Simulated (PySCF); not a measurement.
# Gas-phase thermal properties of InH

Method: PySCF energies (xtb for GFN2) plus ideal-gas RRHO corrections (1 bar). All species are closed-shell singlets. In: scalar-relativistic def2 core potential, no spin-orbit coupling. InH: computed as isolated molecules; such fragments, hydroxides, amides, oligomers or adducts are transient or little studied in the gas. The harmonic model lacks anharmonicity and excited electronic states, which grow with temperature; levels with a mode under 35 cm⁻¹ are left out.

```
level           point group  σ  ZPE (kJ/mol)  S°298 (J/mol/K)  Cp298 (J/mol/K)  S°1000 (J/mol/K)  H1000 − H298 (kJ/mol)
--------------  -----------  -  ------------  ---------------  ---------------  ----------------  ---------------------
GFN2-xTB                C∞v  1           6.7            208.8             30.2             249.0                   23.7
PBE/def2-SVP            C∞v  1           8.3            207.9             29.6             246.9                   23.0
PBE0/def2-TZVP          C∞v  1           8.7            207.6             29.5             246.2                   22.8
```
σ: rotational symmetry number. Electronic degeneracy used: 1. Frequencies are unscaled.
